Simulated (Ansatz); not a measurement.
Ga₄O₈H₄, relaxed as a singlet with RKS PBE-D4/def2-SVP in Ansatz, starting from the GFN2-xTB geometry. Force threshold 0.03 eV/Å.

The structure holds 2 bond(s) between oxygen atoms. Another isomer (singlet) lies 2.73 eV lower at PBE0-D4/def2-TZVP; other spin states weren't run for this one.

Start:

```xyz
16

Ga    0.116   -0.809    2.204
Ga    1.001   -0.904   -1.126
Ga   -1.583   -0.021   -2.609
Ga   -0.053    1.374    0.287
O     0.336    0.823    2.926
O    -0.117   -0.607    0.452
O    -0.090   -0.939   -2.497
O     0.211   -2.342    2.983
O    -1.432    2.110   -0.564
O    -1.982    1.443   -1.696
O     0.249    1.896    1.989
O     1.518    0.986   -0.790
H     2.136   -1.864   -0.908
H     0.336   -2.375    3.933
H    -2.795   -0.381   -3.422
H     2.150    1.610   -1.161
```

| step | energy (eV) | largest force component (eV/Å) | SCF passes |
| --- | --- | --- | --- |
| 1 | -225868.7594 | 1.454 | 24 |
| 2 | -225869.0756 | 0.780 | 21 |
| 3 | -225869.1742 | 0.769 | 22 |
| 4 | -225869.1781 | 0.531 | 27 |
| 5 | -225869.2312 | 0.319 | 22 |
| 6 | -225869.2780 | 0.326 | 26 |
| 7 | -225869.3040 | 0.690 | 26 |
| 8 | -225869.3514 | 0.554 | 26 |
| 9 (rejected) | -225869.3422 | 0.395 | 26 |
| 10 | -225869.3894 | 0.096 | 22 |
| 11 | -225869.3930 | 0.087 | 22 |
| 12 | -225869.3938 | 0.070 | 22 |
| 13 | -225869.3950 | 0.030 | 21 |

Force components are those of the run's own axes.

End:

```tsv
atom	x (Å)	y (Å)	z (Å)
Ga1	0.0938	-0.8324	2.1880
Ga2	1.0813	-0.8449	-1.0851
Ga3	-1.6814	-0.0265	-2.4620
Ga4	-0.0128	1.4325	0.2756
O5	0.4009	0.8079	2.9363
O6	-0.1846	-0.5195	0.4055
O7	0.0125	-0.6215	-2.5321
O8	0.1659	-2.4662	2.8889
O9	-0.8942	2.2518	-1.1135
O10	-2.0865	1.4144	-1.3710
O11	-0.0988	1.8868	2.0665
O12	1.7104	0.9885	-0.5744
H13	2.1480	-1.9556	-0.8745
H14	0.3296	-2.4326	3.8511
H15	-2.8701	-0.6501	-3.2560
H16	1.8858	1.5673	-1.3432
```

By distances, no bond broke or formed. The bond that changes most is Ga3–O10, from 1.77 to 1.85 Å (atoms count from 1).

No frequencies were taken in this run, so the end may be a saddle point.

Hardware: 4 threads of Arm Neoverse N1 on a shared host. Wall time 1.9 min, peak host memory 0.61 GiB.
